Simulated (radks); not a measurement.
The numbers below are computed, except where a source is named.
Ionisation of Ho, [Xe] 4f11 6s2, to Ho+, [Xe] 4f11 6s1, under several functionals. Dirac Kohn-Sham, spin-unpolarised, spherical densities, point nucleus; open shells fill j = l - 1/2 first; a radial shooting solver on a logarithmic mesh with Libxc functionals.

functional,E(Ho) (hartree),Exc (hartree),IE (eV),-e(HOMO) (eV),<r> HOMO (bohr),IE error (eV)
XLYP,-12630.1829,-273.4919,6.290,2.422,0.8717,+0.269
OLYP,-12633.1231,-276.6282,5.936,2.836,0.8604,-0.085
exchange-only PBE,-12624.6499,-267.8895,5.756,1.607,0.8760,-0.265
exchange-only LDA,-12613.6536,-256.7867,5.654,1.538,0.8761,-0.368
PBEsol,-12624.3949,-267.6544,6.325,2.670,0.8696,+0.304
RPBE,-12628.9388,-272.2463,6.205,2.605,0.8692,+0.184
exchange-only B88,-12625.8211,-269.0791,5.732,1.618,0.8755,-0.290

NIST Atomic Spectra Database: 6.022 eV (measured). Closest: OLYP. The Delta-SCF values span 0.67 eV, the total energies 19.47 hartree. The highest occupied level is 4f7/2. Spin polarisation and multiplet splitting are left out, so open shells lie too high by an amount that depends on their filling.

Beside tabulated values, note that spin-unpolarised runs miss the spin-polarisation part of the exchange energy of open shells.
